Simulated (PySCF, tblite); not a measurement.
Species: C7H13N3.
SMILES with atom numbers: `[CH3:1][CH2:2][C:3]([CH3:4])([CH3:5])[n:6]1[n:7][cH:8][cH:9][n:10]1` (hydrogens: H11, H12, H13 on C1; H14, H15 on C2; H16, H17, H18 on C4; H19, H20, H21 on C5; H22 on C8; H23 on C9)

Jobs on this species (23 atoms, 76 electrons) with PySCF (density fitting) and tblite. Hardware of each: Arm Neoverse V1, one thread, no GPU (shared host). Times come from a shared host and carry two figures at best.

```tsv
level and settings	work	basis functions	SCF cycles	wall time
GFN2-xTB	Hessian by finite differences	–	–	?
GFN2-xTB	L-BFGS relaxation	–	–	0.97 s
PBE0/pcSseg-1	shieldings, ring-centre shieldings, charges and field gradients, density and orbital grids written	235	14	65 s
```

**Question.** Fill in the missing figures.

**Answer.** 
- GFN2-xTB; Hessian by finite differences: 1.0 s

**Question.** What do all jobs in the table cost together?

**Answer.** About 67 s; the longest takes about 97 % of that, and about 67 times as long as the shortest.
